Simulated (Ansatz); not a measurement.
C₂H₅NOSi (`CO[SiH2]C#N`), relaxed with RKS PBE-D4/def2-SVP in Ansatz 0.2.0 from a rough embedded geometry. The force threshold is 0.03 eV/Å; the program also tests the step.

Total charge 0; spin multiplicity 1.

Start:

```xyz
10

C    -0.112    1.389   -0.639
O     0.884    0.680    0.010
Si    0.397   -0.672    0.810
C    -0.339   -2.061   -0.255
N    -0.899   -2.807   -0.961
H    -0.843    1.830    0.077
H     0.401    2.305   -1.079
H    -0.550    0.871   -1.439
H     1.602   -1.255    1.562
H    -0.540   -0.281    1.915
```

```tsv
step	energy (eV)	largest force (eV/Å)	largest move (Å)
1	-13552.4060	3.223	0.000
2	-13552.6994	0.947	0.144
3	-13552.7368	0.130	0.059
4	-13552.7439	0.302	0.059
5	-13552.7463	0.067	0.032
6	-13552.7476	0.055	0.070
7	-13552.7481	0.027	0.005
```

End:

```xyz
10

C    -0.095    1.438   -0.672
O     0.833    0.653    0.064
Si    0.421   -0.703    0.938
C    -0.365   -1.957   -0.212
N    -0.867   -2.708   -0.961
H    -0.898    1.854   -0.022
H     0.455    2.285   -1.129
H    -0.573    0.851   -1.488
H     1.685   -1.286    1.474
H    -0.596   -0.426    2.008
```

It took 13 s on 4 threads of an Arm Neoverse N1 on a shared host, with 0.15 GiB of host memory at the peak.
